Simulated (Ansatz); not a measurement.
`C=C([SiH3])[SeH]` and `BSC(=C)[SiH3]` differ in one atom or group.

Ansatz, PBE0-D4/def2-TZVP geometries, multiplicity 1. Each molecule was computed in one conformer, which needn't be the lowest.

Scalar relativity is left out up to krypton.

```json
{"property": "HOMO energy (PBE/def2-TZVPP) / eV", "`C=C([SiH3])[SeH]`": "-5.52"}
{"property": "HOMO–LUMO gap (PBE/def2-TZVPP) / eV", "`C=C([SiH3])[SeH]`": "3.91"}
{"property": "LUMO energy (PBE/def2-TZVPP) / eV", "`C=C([SiH3])[SeH]`": "-1.61"}
{"property": "HOMO energy (ωB97M-V/def2-TZVPP) / eV", "`C=C([SiH3])[SeH]`": "-8.68"}
{"property": "HOMO–LUMO gap (ωB97M-V/def2-TZVPP) / eV", "`C=C([SiH3])[SeH]`": "10.06"}
{"property": "HOMO–LUMO gap (PBE0/def2-TZVPP) / eV", "`C=C([SiH3])[SeH]`": "5.89"}
```

(1) Give the same properties after the change, and the shifts. (An estimate is asked.)

Answers

(1) Ansatz gave: 
```
                               property  `BSC(=C)[SiH3]`  shift
      HOMO energy (PBE/def2-TZVPP) / eV            -6.43  -0.91
    HOMO–LUMO gap (PBE/def2-TZVPP) / eV             4.01   0.10
      LUMO energy (PBE/def2-TZVPP) / eV            -2.42  -0.81
  HOMO energy (ωB97M-V/def2-TZVPP) / eV            -9.48  -0.80
HOMO–LUMO gap (ωB97M-V/def2-TZVPP) / eV             9.95  -0.11
   HOMO–LUMO gap (PBE0/def2-TZVPP) / eV             5.92   0.03
```

Spin–orbit coupling is left out; it splits and shifts lone-pair levels of the heavy atoms by tenths of an eV.
